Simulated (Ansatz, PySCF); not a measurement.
Ga(Cl)(SH)2 (ClGaH2S2), SMILES [SH][Ga]([Cl])[SH]. Atoms are numbered in the order given.

```xyz
6

Ga     0.0000     0.0000     0.0085
Cl     0.0000     0.0000    -2.1306
S     -1.9522     0.1098     0.9986
H     -1.4262     0.0802     2.2434
S      1.9522    -0.1098     0.9986
H      1.4262    -0.0802     2.2434
```
Charge 0, spin multiplicity 1.

Coordinates come from a PBE0-D3(BJ)/def2-SVP optimisation. The structure was generated by enumeration; whether it is a known compound was not checked. Other conformers were not sampled.

Two levels are set side by side: PBE-D3(BJ)/def2-SVP (Ansatz, a program for electronic structure) and PBE0-D3(BJ)/def2-SVP (Ansatz). Each level has its own optimised geometry; the coordinates shown are those of the second. Frequencies come from the Hessian of PySCF at each geometry. Differences are taken from unrounded values.

```
quantity                            PBE0-D3(BJ)  PBE-D3(BJ)  PBE-D3(BJ) minus PBE0-D3(BJ)
----------------------------------  -----------  ----------  ----------------------------
mean bond length (Å)                      1.845       1.861                         0.016
bond Ga1–Cl2 (Å)                          2.139       2.157                         0.017
bond Ga1–S3 (Å)                           2.192       2.211                         0.019
bond Ga1–S5 (Å)                           2.192       2.211                         0.019
bond S3–H4 (Å)                            1.352       1.364                         0.012
bond S5–H6 (Å)                            1.352       1.364                         0.012
highest harmonic wavenumber (cm⁻¹)         2717        2616                          -101
mean harmonic wavenumber (cm⁻¹)             743         715                           -29
zero-point energy (kcal/mol)              12.75       12.26                         -0.49
```

GGA bonds tend to be longer and softer than those of functionals with exact exchange. Differences between two approximate levels are no errors against the true value.
